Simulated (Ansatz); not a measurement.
One change: `CBCSC` becomes `CBC`.

Ansatz, PBE0-D4/def2-TZVP geometries, multiplicity 1. Each molecule was computed in one conformer, which needn't be the lowest.

| property | `CBCSC` |
| --- | --- |
| LUMO energy (PBE0/def2-TZVPP) / eV | -0.82 |
| LUMO energy (ωB97M-V/def2-TZVPP) / eV | 1.13 |
| zero-point energy (PBE0-D4/def2-TZVP) / kJ/mol | 299.8 |
| HOMO energy (ωB97M-V/def2-TZVPP) / eV | -8.45 |
| HOMO–LUMO gap (ωB97M-V/def2-TZVPP) / eV | 9.58 |
| HOMO energy (B3LYP/def2-TZVPP) / eV | -6.00 |

Task: What does the change do to each property? (Estimate.)

Result: Computed: 
```
                                      property   `CBC`  shift
            LUMO energy (PBE0/def2-TZVPP) / eV   -0.58   0.24
         LUMO energy (ωB97M-V/def2-TZVPP) / eV    1.36   0.23
zero-point energy (PBE0-D4/def2-TZVP) / kJ/mol   221.5  -78.3
         HOMO energy (ωB97M-V/def2-TZVPP) / eV  -10.97  -2.52
       HOMO–LUMO gap (ωB97M-V/def2-TZVPP) / eV   12.33   2.75
           HOMO energy (B3LYP/def2-TZVPP) / eV   -8.47  -2.47
```

With PBE0 the HOMO falls by 2.42 eV and the LUMO rises by 0.24 eV, so the gap widens by about 2.66 eV. PBE moves the HOMO by -2.23 eV and ωB97M-V by -2.52 eV. The zero-point energy changes by -78.3 kJ/mol with -12 modes.

B3LYP here is the variant with VWN-RPA as its local correlation; programs differ in this.
